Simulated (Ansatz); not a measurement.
The same ligand exchange along the group Si, Ge, Sn.

Computed with Ansatz on PBE0-D4/def2-TZVP structures; ΔE is electronic, products minus reactants. CCSD(T)/CBS is the MP2 limit (def2-TZVPP, def2-QZVPP) plus CCSD(T) − MP2 in def2-TZVPP, frozen cores. Small cases extrapolate CCSD(T) itself. Functionals use def2-TZVPP. B3LYP here is the variant with VWN-RPA as its local correlation; programs differ in this. def2 core potentials past Kr. For Ge, Sn outer-core shells are correlated without core-valence functions, which leaves a few kJ/mol of doubt a bond. Scalar relativity is left out up to krypton. One conformer a species, not always the lowest.

```
                                    reaction  B3LYP-D4 (kJ/mol)  r2SCAN-D4 (kJ/mol)  ωB97X-V (kJ/mol)  CCSD(T)/CBS(def2) (kJ/mol)
             `S[Si]S` + NH₃ → `N[Si]S` + H₂S                 -4                   0                -9                          -3
`[SH][Ge][SH]` + NH₃ → `[NH2][Ge][SH]` + H₂S                 35                  36                26                          32
`[SH][Sn][SH]` + NH₃ → `[NH2][Sn][SH]` + H₂S                 64                  64                56                          61
```

Largest T1 diagnostic: 0.016, for `[NH2][Sn][SH]`.

Extrapolated directly: `S[Si]S` + NH₃ → `N[Si]S` + H₂S.
